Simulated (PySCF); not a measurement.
## Low-lying terms of Mo⁶⁺ (molybdenum, charge +6)

Ground state [Kr], ¹S. All numbers are calculated (PySCF 2.14, the spin-free X2C one-electron Hamiltonian (Gaussian nucleus), in x2c-SVPall with two added diffuse shells each of s, p, d type (8s7p7d1f, 71 functions)). Vertical excitation energies in eV without spin-orbit coupling; excited terms of each kind are numbered among those the solver found. Frozen: [Ar].

```
 term  leading excitation  EOM-EE-CCSD
1 3P°              4p → d       38.781
1 3F°              4p → d       40.256
1 1D°              4p → d       42.381
1 3D°              4p → d       42.537
1 1F°              4p → d       42.843
1 1P°              4p → d       52.978
 1 3S              4p → p       68.228
 1 3D              4s → d       68.466
 2 3D              4p → p       69.520
 1 1D              4p → p       69.725
 1 1P              4p → p       70.312
 2 1D              4s → d       70.653
```

The spin-orbit splitting of the hole, absent here, rivals or exceeds the spacing of these terms, so the LS terms are model states.

The solver can miss terms.
